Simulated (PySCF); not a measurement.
A small calculation by hand: refractive index and permittivity of the vapour

BH₅O₄Ti, SMILES B[O][Ti]([OH])([OH])[OH], multiplicity 1.

The structure is a stationary point at r2SCAN-D4/def2-SVP. The spin state was assumed, not searched. One conformer was computed; it need not be the lowest.

PySCF with PBE/def2-TZVP gives a mean static polarisability of 69.5 bohr³ and a dipole moment of 3.22 D. Take an ideal gas at 298.15 K and 1 bar, whether or not the substance is that volatile.

### Question
Work out n − 1 in the optical limit and the static ε − 1.

### Answer

Polarisability volume α' = 69.5 × 0.148185 = 10.30 Å³. Number density N = p/kT = 2.43e-5 Å⁻³.
Dilute limit of Lorentz–Lorenz: n − 1 = 2π N α' = 0.0016.
Orientation term of Debye: μ²/(3kT) = 8.098 Å³ × μ²(D²) = 83.96 Å³.
ε − 1 = 4π N (α' + μ²/3kT) = 0.029. Orientation of the dipole supplies 89 % of the static response; it can't follow optical fields. Vibrational polarisation and dispersion are left out.
